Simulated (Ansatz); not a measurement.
All numbers were calculated with Ansatz.

A structure relaxed at PBE0-D4/def2-TZVP, charge 0, multiplicity 1:

```xyz
13

B     1.2812   -0.3637   -1.8508
O     0.3763    0.4466   -1.2743
Si   -0.2946    0.5200    0.2320
C    -0.5567   -1.1436    0.9828
O     0.7678    1.4510    1.0624
O    -1.7650    1.2200    0.1027
H     1.7300   -1.3047   -1.2474
H     1.6176   -0.1280   -2.9779
H    -1.0049   -1.0521    1.9752
H     0.3901   -1.6776    1.0840
H    -1.2292   -1.7449    0.3674
H     0.5134    1.7403    1.9392
H    -1.8260    2.0368   -0.3954
```

(1) Give its formula and SMILES.

(2) Point group (tolerance 0.08 Å, 0.16 Å for H)?

(3) Summarise the bond lengths by kind.

Answers

(1) CH7BO3Si, `BO[Si](C)(O)O`.

(2) C1.

(3) 1 × B–O 1.345 Å; 2 × B–H 1.200 to 1.205 Å; 3 × O–Si 1.634 to 1.651 Å; 1 × C–Si 1.844 Å; 3 × C–H 1.092 to 1.093 Å; 2 × H–O 0.958 to 0.959 Å.
